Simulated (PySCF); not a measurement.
Choosing a molecule for a target property.

Species are written as SMILES; each is one conformer at its optimised geometry, gas phase, non-relativistic unless stated. Electronic properties by PySCF.

Dipoles, sizes and rotational constants follow the conformer. The torsions of the flexible species, by atom-mapped SMILES:
- `[CH3:1][SiH2:2][Si@H:3]([SiH2:4][O:5][SiH3:6])[S:7][SiH3:8]`: C1–Si2–Si3–Si4 86°, Si2–Si3–Si4–O5 49°, Si3–Si4–O5–Si6 180°, Si2–Si3–S7–Si8 -169°
- `[CH2:1]=[CH:2][SiH2:3][C@@:4]([CH3:5])([Cl:6])[CH2:7][O:8][CH3:9]`: C1–C2–Si3–C4 -128°, C2–Si3–C4–C5 172°, Si3–C4–C7–O8 40°, C4–C7–O8–C9 -168°
- `[CH2:1]=[CH:2][C@@:3]1([C:4](=[O:5])[Cl:6])[CH2:7][C:8]1([CH3:9])[CH3:10]`: C1–C2–C3–C4 -101°, C2–C3–C4–O5 166°
- `[NH2:1][c:2]1[cH:3][cH:4][c:5]2[c:6]([cH:7]1)[CH:8]=[CH:9][CH2:10]2`: H–N1–C2–C3 23°, H–N1–C2–C3 160°
- `[CH3:1][N:2]([CH3:3])[Si@H:4]([O:5][SiH3:6])[C:7]([F:8])([F:9])[F:10]`: C1–N2–Si4–O5 -45°, N2–Si4–O5–Si6 -83°, N2–Si4–C7–F8 43°

Task: Wanted: HOMO–LUMO gap between 5.5 eV and 6.3 eV (PBE0/pcSseg-1) and dipole moment below 3.3 D (PBE0/pcSseg-1), at GFN2-xTB geometries. Which candidate meets both?
A. `Cl[C@]([SiH2]C=C)(COC)C`
B. `CN(C)[Si@H](O[SiH3])C(F)(F)F`
C. `C=C[C@@]1(C(=O)Cl)CC1(C)C`
D. `Nc1ccc2c(c1)C=CC2`
E. `C[SiH2][Si@H]([SiH2]O[SiH3])S[SiH3]`
F. `C(#N)c1c(C)cccc1C`

Result: E. Computed values:
```csv
species,HOMO–LUMO gap,dipole moment
Nc1ccc2c(c1)C=CC2,5.12 eV,1.21 D
C[SiH2][Si@H]([SiH2]O[SiH3])S[SiH3],5.86 eV,1.38 D
C(#N)c1c(C)cccc1C,6.05 eV,3.89 D
C=C[C@@]1(C(=O)Cl)CC1(C)C,6.65 eV,3.61 D
CN(C)[Si@H](O[SiH3])C(F)(F)F,6.89 eV,3.03 D
Cl[C@]([SiH2]C=C)(COC)C,7.28 eV,2.69 D
```
